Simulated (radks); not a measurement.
Results of a calculation; reference values are marked as such.
Problem. The nickel ion Ni4+ is in [Ar] 3d(3/2: 4, 5/2: 2). Code: a radial shooting solver on a logarithmic mesh with Libxc functionals. Model: Dirac Kohn-Sham, relativistic LDA (MacDonald-Vosko exchange, VWN5 correlation), spin-unpolarised, spherical densities, finite nucleus; Fermi nuclear charge, rms radius of each element as measured or else 0.836 A^(1/3) + 0.57 fm. Sub-shells are occupied by j as written (lower j first in brackets). One electron is removed from 3d3/2, 3p3/2, 3p1/2, 3d5/2 in turn, with full relaxation. Which removal costs least, and what does each cost?

Solution. 3d5/2 80.322 eV; 3d3/2 80.651 eV; 3p3/2 144.27 eV; 3p1/2 146.68 eV. The 3d5/2 electron leaves first.
